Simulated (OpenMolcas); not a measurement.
An atom or ion with 71 electrons was computed by MS-CASPT2, IPEA 0.25 Eh, imaginary shift 0.1 Eh with spin-orbit coupling (OpenMolcas, ANO-RCC-VTZP, DKH2). The lowest levels that the run gave, each within 12 % of the measured value where one is at hand:

```csv
J,Parity,E (cm⁻¹),g
3/2,even,0.0,0.459
5/2,even,3650,1.035
7/2,even,6960,1.212
9/2,even,9590,1.269
3/2,even,10750,1.384
1/2,even,12450,1.845
7/2,even,16180,0.922
9/2,even,17230,1.050
5/2,even,18080,1.561
1/2,even,19610,1.491
3/2,even,19830,1.260
11/2,even,23650,1.091
```

**Question.** Which ion is it, and what are the configurations and terms?

**Answer.** W³⁺ (Z = 74, charge +3; active space 3 electrons in 5 orbitals (5d)). J, parity and g give the terms where levels are pure, and mixed ones are named by the computed weights; the size of the splittings, set against known spectra of the 71-electron sequence, gives the charge. In order, with the measured energies in cm⁻¹ (the list in J. Phys. B 45, 035001 (2012)): 5d³ ⁴F_3/2, 5d³ ⁴F_5/2 (3537), 5d³ ⁴F_7/2 (6745), 5d³ ⁴F_9/2 [74 %] (9256), 5d³ ⁴P_3/2 [42 %], 5d³ ⁴P_1/2 [59 %] (11773), 5d³ ²G_7/2 (15261), 5d³ ²H_9/2 [53 %], 5d³ ⁴P_5/2 (17190), 5d³ ²P_1/2 [59 %] (18365), 5d³ ⁴P_3/2 [47 %], 5d³ ²H_11/2 (22223).

CASPT2 does not keep the components of a term degenerate, so their means are used; among the terms shown or strongly mixed into the levels shown the widest spread is 890 cm-1 (5d³ ²P). Terms from blocks run as CI alone lack orbitals of their own. The CASPT2 spread within a term exceeds the gap to the next term for 5d³ ²G and 5d³ ²P, 5d³ ²D(1) and 5d³ ²H, so the order of their levels is uncertain. Measured partners are found by configuration, term and J. A level has none where our copy of the source lacks it or the pairing is in doubt (some pairs that miss far off the trend of their configuration count as doubtful), and it then counts in no deviation. Levels of configurations outside the active space are missing.

A share in square brackets marks a mixed level and gives the weight of the term that names it. A number in round brackets counts repeated terms of one configuration in the order of the reference energies.
